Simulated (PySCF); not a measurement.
CH₂O, charge -1, doublet, at a GFN2-xTB geometry (a state made from the parent by changing its charge; the spin is typed, not shown lowest) (in this run its highest filled SCF level lies above zero, so its values depend strongly on the basis, on diffuse functions most of all); PySCF with B3LYP/def2-SVP.

Here is a job for PySCF.
```python
from pyscf import gto, scf, dft

mol = gto.Mole()
mol.atom = '''
    C    -0.555541    0.104225    0.168708
    O     0.701983   -0.136099   -0.111078
    H    -1.322659   -0.671871   -0.100752
    H    -0.959963    1.135313   -0.022871
'''
mol.basis = 'def2-svp'
mol.charge = -1
mol.spin = 1
mol.verbose = 4
mol.build()

mf = dft.UKS(mol)
mf.xc = 'b3lyp'
mf.kernel()
```

The log (banner, timings and long lists left out):

```
PySCF version 2.14.0

[INPUT] verbose = 4
[INPUT] num. atoms = 4
[INPUT] num. electrons = 17
[INPUT] charge = -1
[INPUT] spin (= nelec alpha-beta = 2S) = 1
[INPUT] symmetry False subgroup None
[INPUT] Mole.unit = angstrom
[INPUT] Symbol           X                Y                Z      unit          X                Y                Z       unit  Magmom
[INPUT]  1 C     -0.555541000000   0.104225000000   0.168708000000 AA   -1.049820340967   0.196956705333   0.318811915023 Bohr   0.0
[INPUT]  2 O      0.701983000000  -0.136099000000  -0.111078000000 AA    1.326555614101  -0.257189835827  -0.209906998464 Bohr   0.0
[INPUT]  3 H     -1.322659000000  -0.671871000000  -0.100752000000 AA   -2.499463266191  -1.269652181038  -0.190393686502 Bohr   0.0
[INPUT]  4 H     -0.959963000000   1.135313000000  -0.022871000000 AA   -1.814067159716   2.145430635658  -0.043219926195 Bohr   0.0

nuclear repulsion = 29.361390623033
number of shells = 18
number of NR pGTOs = 62
number of NR cGTOs = 38
basis = def2-svp
ecp = {}

******** <class 'pyscf.dft.uks.UKS'> ********
method = UKS
initial guess = minao
damping factor = 0
level_shift factor = 0
DIIS = <class 'pyscf.scf.diis.CDIIS'>
diis_start_cycle = 1
diis_space = 8
diis_damp = 0
SCF conv_tol = 1e-09
SCF conv_tol_grad = None
SCF max_cycles = 50
direct_scf = True
direct_scf_tol = 1e-13
number electrons alpha = 9  beta = 8
XC library pyscf.dft.libxc version 7.1.2
    S. Lehtola, C. Steigemann, M. J. T. Oliveira, and M. A. L. Marques,  SoftwareX 7, 1–5 (2018)
XC functionals = b3lyp
    P. J. Stephens, F. J. Devlin, C. F. Chabalowski, and M. J. Frisch,  J. Phys. Chem. 98, 11623 (1994)
radial grids:
    Treutler-Ahlrichs [JCP 102, 346 (1995); DOI:10.1063/1.469408] (M4) radial grids

becke partition: Becke, JCP 88, 2547 (1988); DOI:10.1063/1.454033
pruning grids: <function nwchem_prune>
grids dens level: 3
symmetrized grids: False
atomic radii adjust function: <function treutler_atomic_radii_adjust>
small_rho_cutoff = 0
Set gradient conv threshold to 3.16228e-05
tot grids = 47816
init E= -114.325736343966

cycle= 1 E= -114.182491120083  delta_E= 0.143  |g|= 0.632  |ddm|= 1.45
cycle= 2 E= -112.668377989239  delta_E= 1.51  |g|= 1.78  |ddm|= 10.8
cycle= 3 E= -114.34703603974  delta_E= -1.68  |g|= 0.134  |ddm|= 10.3
cycle= 4 E= -114.353834893887  delta_E= -0.0068  |g|= 0.102  |ddm|= 0.231
cycle= 5 E= -114.35912548192  delta_E= -0.00529  |g|= 0.0168  |ddm|= 0.144
cycle= 6 E= -114.359326114501  delta_E= -0.000201  |g|= 0.00741  |ddm|= 0.0458
cycle= 7 E= -114.35936976546  delta_E= -4.37e-05  |g|= 0.00118  |ddm|= 0.0256
cycle= 8 E= -114.359370799268  delta_E= -1.03e-06  |g|= 0.000236  |ddm|= 0.00262
cycle= 9 E= -114.359370848086  delta_E= -4.88e-08  |g|= 4.77e-05  |ddm|= 0.00112
cycle= 10 E= -114.359370850742  delta_E= -2.66e-09  |g|= 1.23e-05  |ddm|= 0.000238
cycle= 11 E= -114.359370850922  delta_E= -1.8e-10  |g|= 2.84e-06  |ddm|= 8.76e-05
Extra cycle  E= -114.359370850929  delta_E= -6.96e-12  |g|= 2.33e-06  |ddm|= 1.81e-05
converged SCF energy = -114.359370850929  <S^2> = 0.7531053  2S+1 = 2.0031029
```
